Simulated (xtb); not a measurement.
Br3Pb, charge -1, singlet, geometry from GFN2-xTB (such geometries of metal compounds can be far from the true shape). Base run: GFN1-xTB (xtb).

xtb was given this input:
```
$ xtb mol.xyz --gfn 1 --chrg -1 --json

# file mol.xyz
4

Pb     0.00381371    -0.00015158     0.64375725
Br     0.60057734    -2.35520043    -0.50687391
Br     1.73497476     1.70048433    -0.51263926
Br    -2.34448708     0.65507125    -0.48871810
```

Variants of this job, named by their change:

```
change               ΔE vs base (kcal/mol)  HOMO-LUMO gap (eV)  G_solv (kcal/mol)  SCF cycles
-------------------  ---------------------  ------------------  -----------------  ----------
base                                 0.000                4.49                  -          13
acc = 0.0001                         0.000                4.49                  -          14
acc = 0.1                            0.000                4.49                  -          13
etemp = 5000                        -0.351                4.50                  -          13
etemp = 10000                          ___                 ___                  -          13
acc = 1000                           0.008                4.48                  -           9
alpb = toluene                         ___                 ___                ___          13
alpb = acetonitrile                 -46.33                4.52             -46.39          13
```

Q: Some entries are withheld; supply them.

A: 
- etemp = 10000, ΔE vs base (kcal/mol): -13.79
- etemp = 10000, HOMO-LUMO gap (eV): 4.58
- alpb = toluene, ΔE vs base (kcal/mol): -33.07
- alpb = toluene, HOMO-LUMO gap (eV): 4.51
- alpb = toluene, G_solv (kcal/mol): -33.09

ALPB and GBSA are two models with their own fitted parameters for each solvent, which aren't always the measured dielectric constant.
